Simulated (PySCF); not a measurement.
## Working out the excitation energy of C

C [He] 2s2 2p2 (3P) → C [He] 2s1 2p3 (5S). Computed with PySCF 2.14 in x2c-QZVPPall (7s4p3d2f1g, 57 functions), with scalar relativity by spin-free X2C-1e. Frozen: nothing. Energies in hartree (1 hartree = 27.21139 eV):

```
             part   C (lower)   C (upper)
              UHF  -37.708625  -37.613705
MP2 opposite-spin   -0.077066   -0.019054
    MP2 same-spin   -0.015220   -0.030468
```

What does Hartree-Fock give?

(-37.613705) − (-37.708625) = 0.094920 hartree = 2.583 eV.

What do MP2 and SCS-MP2 (6/5 opposite-spin, 1/3 same-spin) give?

The opposite-spin parts differ by 1.579 eV and the same-spin parts by -0.415 eV. MP2: 2.583 + (1.579) + (-0.415) = 3.747 eV. SCS-MP2: 2.583 + 1.2 × (1.579) + (-0.415)/3 = 4.339 eV.

Measured between the centres of the two terms (NIST): 4.179 eV, so MP2 (valence and next inner shell) is off by -0.432 eV.

What remains against the reference includes basis incompleteness and correlation beyond second order.
